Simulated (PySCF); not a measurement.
## Electron correlation in Sr (strontium, neutral)

[Kr] 5s2, closed-shell 1S. Calculation: PySCF 2.14, in aug-cc-pVDZ-X2C; scalar relativity by spin-free X2C-1e. Frozen: [Kr]; 2 electrons correlated.

Total MP2 correlation energy: -16.07 mhartree.

Same-spin part 0.00 and opposite-spin part -16.07 mhartree; SCS-MP2 scales them by 1/3 and 6/5 to -19.29 mhartree.

With two correlated electrons CCSD is exact within the correlated space (frozen core and kept virtual orbitals).

| level | correlation energy (mhartree) |
| --- | --- |
| CCSD | -25.17 |

Diagnostics: T1 = 0.015, D1 = 0.0208, largest double amplitude 0.076.

Cost of the coupled-cluster step: 0.15 s of wall time on 1 thread of Neoverse-N1 (shared host), for 2 correlated electrons.
